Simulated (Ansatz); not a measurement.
Frontier orbitals of C$_{4}$H$_{6}$Si (`C1=C[SiH2]C=C1`).

```xyz
11

C     0.185    0.628   -1.167
C     0.898    1.005   -0.095
Si    0.361   -0.091    1.312
C    -0.856   -1.016    0.247
C    -0.775   -0.479   -0.980
H     0.282    1.091   -2.146
H     1.625    1.806   -0.133
H    -0.267    0.646    2.443
H     1.450   -0.943    1.861
H    -1.529   -1.830    0.482
H    -1.373   -0.817   -1.823
```

Charge 0, multiplicity 1. The geometry is a stationary point of PBE0-D4/def2-TZVP. Basis def2-TZVPP, Ansatz.

| functional | HOMO (eV) | LUMO (eV) |
| --- | --- | --- |
| PBE0 | -6.85 | -1.56 |

(1) Give HOMO and LUMO (eV) with LDA (SPW92), PBE, revPBE, BLYP, r2SCAN, B97M-V, B3LYP, r2SCANh, r2SCAN0, HSE06 (plane-wave form), BHLYP, CAM-B3LYP, LC-ωPBE, ωB97X-V, ωB97M-V, HF. (Estimate.)

Answers

(1) Ansatz gave: 
| functional | HOMO | LUMO |
| --- | --- | --- |
| LDA (SPW92) | -6.05 | -2.68 |
| PBE | -5.86 | -2.48 |
| revPBE | -5.79 | -2.40 |
| BLYP | -5.66 | -2.31 |
| r2SCAN | -6.01 | -2.36 |
| B97M-V | -6.01 | -2.33 |
| B3LYP | -6.62 | -1.74 |
| r2SCANh | -6.39 | -2.02 |
| r2SCAN0 | -6.96 | -1.51 |
| HSE06 (plane-wave form) | -6.45 | -1.94 |
| BHLYP | -7.64 | -0.49 |
| CAM-B3LYP | -8.09 | -0.41 |
| LC-ωPBE | -9.48 | 0.67 |
| ωB97X-V | -9.08 | 0.62 |
| ωB97M-V | -9.01 | 0.52 |
| HF | -8.84 | 2.10 |

B3LYP here is the variant with VWN-RPA as its local correlation; programs differ in this. LC-ωPBE has ω = 0.4 bohr⁻¹. Positive LUMOs are unbound and depend on the basis.
